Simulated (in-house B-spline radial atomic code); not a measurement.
The numbers below are computed, except where a source is named.
# Light and heavy implants in Si at 5 keV

The pair potential comes from two frozen, spherical free-atom densities (PBE, B-spline radial code, scalar-relativistic past argon): electrostatics plus the change in Thomas-Fermi kinetic and Dirac exchange energy where they overlap, the recipe behind the universal ZBL potential, which averages such potentials (from solid-state densities) over many pairs. It is written V = (Z1 Z2 e²/r) φ(r/a), with e² = 14.3996 eV·Å and a = 0.46850 Å/(Z1^0.23 + Z2^0.23); ZBL's fit is φ = 0.18175 e^(−3.1998x) + 0.50986 e^(−0.94229x) + 0.28022 e^(−0.4029x) + 0.02817 e^(−0.20162x). Where φ falls below 4e-4 it is continued as an exponential.

The target, Si, is taken as amorphous, density 2.329 g/cm³ (NSM archive of the Ioffe Institute); nuclear stopping from classical scattering on these potentials, electronic stopping by Lindhard and Scharff, compounds by atom fraction, projected range from N (S_n + S_e) dR_p/dE = 1 − N S_n (M2/M1) R_p/(2E), which runs up to 8 % short of the full integral equation; no channelling. Lindhard and Scharff's S_e can be off by tens of per cent.

```tsv
ion	mass (u)	N S_n (eV/nm)	N S_e (eV/nm)	S_n = S_e at (keV)	path (nm)	projected range (nm)
C	12.01	123	51	19	36.2	16.6
Al	26.98	371	60.4	99	16.7	9.77
Si	28.09	399	62.2	110	15.8	9.33
Ar	39.95	537	61.4	210	12.8	8.37
Ga	69.72	768	63.7	630	10.5	7.83
As	74.92	793	63.6	730	10.2	7.75
Sb	121.76	970	61.8	1800	9.27	7.66
Te	127.6	974	61	2000	9.3	7.74
```

(1) How do the nuclear share and the range change from the lightest ion to the heaviest?

(2) With a displacement energy of 15 eV taken for illustration, how many displacements per nanometre does Si start at entry, by the rule 0.8 E_damage/(2 E_d)?

## Answers

(1) The nuclear share goes from 71 % for C to 94 % for Te, and the projected range from 16.6 to 7.74 nm, a factor of 2.1. S_e changes by a factor of 1.19, since the heavy ion is slower but has the larger Z1, while S_n grows 8-fold. The heavy ion also keeps its direction better: R_p is 0.83 of the path, against 0.46.

(2) Taking all nuclear loss as damage energy, an upper bound, 0.8 × 399/(2 × 15) = 10.6 per nm.
